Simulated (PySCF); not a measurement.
Be(H)(SiH3) (BeH₄Si), SMILES [BeH][SiH3].

The structure is a stationary point at B3LYP-D3(BJ)/def2-TZVP.

Two levels are set side by side: PBE/def2-TZVPD (PySCF) and M06-2X/def2-TZVPD (PySCF). Same geometry, gas phase. Differences are taken from unrounded values.

| quantity | PBE |
|---|---|
| orbital gap (eV) | 4.53 |
| highest occupied level (eV) | -6.76 |
| lowest empty level (eV) | -2.23 |
| dipole moment (D) | 0.28 |
| mean polarisability (bohr³) | 52.8 |

Problem. These are the PBE values. What does M06-2X give? (An estimate is asked for; the answer gives what the named calculation found.)

Solution. 
```
quantity                     M06-2X  PBE minus M06-2X
---------------------------  ------  ----------------
orbital gap (eV)               8.15             -3.62
highest occupied level (eV)   -8.88              2.12
lowest empty level (eV)       -0.73             -1.50
dipole moment (D)              0.44             -0.16
mean polarisability (bohr³)    49.6               3.2
```

PBE's occupied levels lie high since its potential decays too fast outside the molecule; exact exchange lowers them and widens the gap. Loosely held outer electrons make PBE densities more polarisable. Differences between two approximate levels are no errors against the true value.

Rough cost on one machine, each run with all the roots and properties that it gave: M06-2X against PBE about 4 times.
